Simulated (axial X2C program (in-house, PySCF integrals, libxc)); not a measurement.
**Spin–orbit effects down a group: molecules with Sn (ions), CCSD(T)**

Calculated with an axial X2C code built on PySCF integrals, spin-free (one-electron X2C) or two-component (2c: spin–orbit coupling with atomic mean-field Coulomb and Gaunt terms, which also bring small scalar terms), in Dyall basis sets with cores contracted in-house; open shells are unrestricted.

Basis sets: Br dyall-cv3z, Cl dyall-av3z, F dyall-av3z, I dyall-cv3z, Sn dyall-cv3z. Frozen shells (counts by l): SnF⁺ Sn 4s3p2d, F 1s, 10 electrons correlated; SnCl⁺ Sn 4s3p2d, Cl 2s1p, 10 electrons correlated; SnBr⁺ Sn 4s3p2d, Br 3s2p1d, 10 electrons correlated; SnI⁺ I 4s3p2d, Sn 4s3p2d, 10 electrons correlated. Coupled cluster in natural virtuals with an MP2 remainder. Where the outer core of a metal is frozen, bonds come out longer and ionisation energies lower.

```tsv
molecule	spin-free state	Re (Å)	ωe (cm⁻¹)	De (eV)	2c state	Re 2c (Å)	ωe 2c (cm⁻¹)	De 2c (eV)
SnF⁺	M_S = 0, Λ = 0	1.884	688.4	5.15	Ω = 0	1.885	688.0	4.83
SnCl⁺	?	?	?	?	?	?	?	?
SnBr⁺	M_S = 0, Λ = 0	2.416	298.9	3.68	Ω = 0	2.417	297.9	3.24
SnI⁺	M_S = 0, Λ = 0	2.619	238.9	3.31	Ω = 0	2.623	236.3	n/a
```

**Question.** Estimate the 2c Re and ωe of SnCl⁺ as the mean of its neighbours in the table.

**Answer.** Re ≈ 2.151 Å, ωe ≈ 492.9 cm⁻¹. The CCSD(T) runs give the row below, so the estimate misses by -0.131 Å and 70.3 cm⁻¹.

| molecule | spin-free state | Re (Å) | ωe (cm⁻¹) | De (eV) | 2c state | Re 2c (Å) | ωe 2c (cm⁻¹) | De 2c (eV) |
| --- | --- | --- | --- | --- | --- | --- | --- | --- |
| SnCl⁺ | M_S = 0, Λ = 0 | 2.281 | 423.0 | 4.05 | Ω = 0 | 2.282 | 422.6 | 3.71 |

Fragments in 2c: Sn+ + F, Sn+ + Cl, Sn+ + Br, I + Sn+. Each entry is the lowest single determinant of a limited PBE0 search at one distance. De goes to single-determinant-based atoms at the same level (for ions the charge split of lowest energy) and is withheld (n/a) where an atom does not fit its ground term or J level. Main or longest-lived isotopes.
